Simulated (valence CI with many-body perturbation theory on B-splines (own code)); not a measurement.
Pb⁶⁸⁺: one-electron terms

Calculated by configuration interaction combined with many-body perturbation theory (CI+MBPT): four valence electrons over a frozen Dirac-Fock core [Ne], radial functions for each j: 11 s, 11 p, 9 d, 7 f, 5 g, 2 h, 1 i, with the one-electron correlation potential Σ1, the two-electron term Σ2, the three-electron term Σ3, Breit, model QED; selected CI, second order for the rest (own B-spline code, finite nucleus).

The last digits are not significant, and no measured levels were compared; by estimate large intervals hold to a few tenths of a per cent, small ones and those within an open d or f shell to about a per cent.

These are the spectroscopic orbitals of the CI (the correlating ones are not listed), shaped by the core and the other valence electrons. h is the expectation value of the core's Dirac-Fock operator, without the valence repulsion; Σ1 is computed up to l = 3 at one energy for each symmetry, that of its lowest orbital but kept below the first core excitation, so for empty shells it is not the orbital's own correlation shift; Breit and QED include the response of the core.

| Orbital | h (hartree) | Σ1 (cm⁻¹) | Breit (cm⁻¹) | QED (cm⁻¹) | ⟨r⟩ (bohr) |
| --- | --- | --- | --- | --- | --- |
| 3s1/2 | -336.84 | -7806 | 69725 | 60384 | 0.1613 |
| 4s1/2 | -182.67 | -2639 | 26903 | 24193 | 0.2999 |
| 5s1/2 | -114.26 | -1213 | 12779 | 11833 | 0.4829 |
| 6s1/2 | -78.114 | -663 | 7136 | 6661 | 0.7088 |
| 3p1/2 | -329.87 | -10326 | 117417 | 6082 | 0.1510 |
| 4p1/2 | -179.78 | -3430 | 45392 | 2448 | 0.2916 |
| 5p1/2 | -112.81 | -1585 | 21741 | 1214 | 0.4760 |
| 6p1/2 | -77.292 | -869 | 12191 | 688 | 0.7036 |
| 3p3/2 | -307.19 | -8238 | 60351 | 10149 | 0.1637 |
| 4p3/2 | -170.5 | -2896 | 23725 | 4128 | 0.3087 |
| 5p3/2 | -108.15 | -1371 | 13063 | 2066 | 0.4974 |
| 6p3/2 | -74.631 | -762 | 7400 | 1179 | 0.7293 |
| 3d3/2 | -299.28 | -10544 | 52362 | -1299 | 0.1394 |
| 4d3/2 | -167.47 | -3023 | 19162 | -357 | 0.2867 |
| 5d3/2 | -106.67 | -1356 | 9131 | -147 | 0.4774 |
| 3d5/2 | -294.15 | -8847 | 25033 | 1359 | 0.1433 |
| 4d5/2 | -165.27 | -2520 | 8979 | 720 | 0.2914 |
| 5d5/2 | -105.53 | -1133 | 4426 | 395 | 0.4832 |
| 4f5/2 | -163.68 | -2536 | 1977 | -331 | 0.2530 |
| 5f5/2 | -104.74 | -1235 | 1351 | -172 | 0.4461 |
| 4f7/2 | -162.72 | -2349 | 631 | 188 | 0.2554 |
| 5f7/2 | -104.25 | -1135 | 427 | 93.8 | 0.4489 |
| 5g7/2 | -104.1 |  | 46.4 | -85.4 | 0.3940 |
| 5g9/2 | -103.81 |  | 10.9 | 65.2 | 0.3957 |

Among the shells of the start configuration 3s2 3p2, Σ1 is largest in size for 3p1/2, where it is 0.014 % of h.

Lowest root of each symmetry, sizes in configuration state functions:

```tsv
J	Parity	Roots	Reference	Variational	Second order	Change by selected CI (cm⁻¹)	Change by second order (cm⁻¹)
0	even	8	39	16359	35121	-13531	0
1	even	11	69	39997	125037	-11639	-4
2	even	16	97	39998	183951	-12650	-37
3	even	10	70	39996	149913	-16119	-44
4	even	6	51	39999	145097	-14795	-40
5	even	2	19	23023	75345	-14032	-16
0	odd	4	28	12032	25538	-11410	-2
1	odd	8	72	33858	79374	-14213	-4
2	odd	10	83	39996	126900	-11550	-10
3	odd	7	67	39999	141394	-17833	-25
4	odd	2	41	29296	129545	-14883	-10
```
